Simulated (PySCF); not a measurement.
C5HF3O3.
Z-matrix (Å and degrees, PBE0-D3(BJ)/def2-SVP geometry), rows numbered from 1:
```
O 
C   1  1.1910
C   2  1.4891  1  137.08
F   3  1.2938  2  132.61  1     0.40
C   3  1.3698  2   94.62  1  -179.41
O   5  1.3157  3  132.54  2   179.04
C   6  1.4028  5  116.49  3   169.28
F   7  1.3205  6  106.24  5   152.75
F   7  1.3296  6  108.11  5   -90.20
C   5  1.4980  3   92.51  2    -0.18
O  10  1.1958  2  138.12  1     0.16
H   7  1.1018  6  111.55  5    30.82
```

Computed with PySCF at wB97X-D/def2-SVPD, non-relativistic, on one gas-phase PBE0-D3(BJ)/def2-SVP geometry that isn't relaxed in the solvent. The solvent is an IEF-PCM continuum (Bondi radii, 1.10 Å for H, scaled by 1.2), and excitations are vertical TDDFT with non-equilibrium linear response and a frozen core. The model holds no explicit solvent molecules, cavitation or dispersion.

Gas-phase singlets (H = HOMO, L = LUMO):

```json
{"state": "S1", "E (eV)": "3.771", "λ (nm)": "329", "f": "0.000", "leading configurations": "H→L 56%, H→L+1 40%"}
{"state": "S2", "E (eV)": "3.910", "λ (nm)": "317", "f": "0.000", "leading configurations": "H→L+1 56%, H→L 40%"}
{"state": "S3", "E (eV)": "5.949", "λ (nm)": "208", "f": "0.183", "leading configurations": "H-1→L 82%, H-1→L+1 12%"}
{"state": "S4", "E (eV)": "6.071", "λ (nm)": "204", "f": "0.156", "leading configurations": "H-2→L+1 38%, H-1→L+1 36%, H-1→L 10%"}
{"state": "S5", "E (eV)": "6.135", "λ (nm)": "202", "f": "0.157", "leading configurations": "H-1→L+1 46%, H-2→L+1 30%, H-2→L 14%"}
```

**Question.** What are the lowest 5 singlets in chloroform (ε = 4.711)?

**Answer.** 
```tsv
state	E (eV)	λ (nm)	f	leading configurations	change by rank (eV)
S1	3.872	320	0.000	H→L+1 52%, H→L 44%	+0.101
S2	4.031	308	0.000	H→L 51%, H→L+1 44%	+0.121
S3	5.877	211	0.247	H-1→L 84%, H-1→L+1 13%	-0.072
S4	5.949	208	0.394	H-1→L+1 82%, H-1→L 13%	-0.122
S5	6.231	199	0.007	H-2→L+1 72%, H-2→L 17%	+0.096
```

**Question.** How does the list change in water (ε = 78.36)?

**Answer.** 
| state | E (eV) | λ (nm) | f | leading configurations | change by rank (eV) |
| --- | --- | --- | --- | --- | --- |
| S1 | 3.920 | 316 | 0.000 | H→L+1 55%, H→L 41% | +0.149 |
| S2 | 4.091 | 303 | 0.000 | H→L 55%, H→L+1 41% | +0.181 |
| S3 | 5.898 | 210 | 0.216 | H-1→L 67%, H-1→L+1 29% | -0.051 |
| S4 | 5.950 | 208 | 0.411 | H-1→L+1 66%, H-1→L 29% | -0.121 |
| S5 | 6.291 | 197 | 0.005 | H-2→L+1 74%, H-2→L 15% | +0.156 |

**Question.** The ground-state energy changes by -0.353 eV from gas to water. By how much does the total energy of gas-phase S3 change?

**Answer.** E(S3) = E(S0) + excitation energy, so it changes by -0.353 − 0.051 = -0.404 eV: it is lowered more than the ground state, which is what a red shift means. This is the vertical state, with the slow part of the continuum still set for S0.

**Question.** How do the frontier levels move from gas to water?

**Answer.** 
```tsv
orbital	gas (eV)	solvent (eV)	change (eV)
LUMO+2	1.27	1.70	+0.43
LUMO+1	-0.47	-0.21	+0.26
LUMO	-0.73	-0.35	+0.38
HOMO	-9.83	-9.68	+0.15
HOMO-1	-10.69	-10.34	+0.35
HOMO-2	-12.14	-12.01	+0.13
HOMO-3	-13.81	-13.44	+0.37
```

The HOMO–LUMO gap goes from 9.10 to 9.33 eV. Rows go by rank; for HOMO-3 the atom shares or the degeneracy differ between the runs, so the row needn't follow one orbital.

Time: 69 s. Hardware: one thread, Arm Neoverse V2, on a shared host. This is the whole response run at wB97X-D/def2-SVPD in water, SCF included.

Note: wB97X-D ran without an empirical dispersion term, which enters the total energy and its gradient alone.
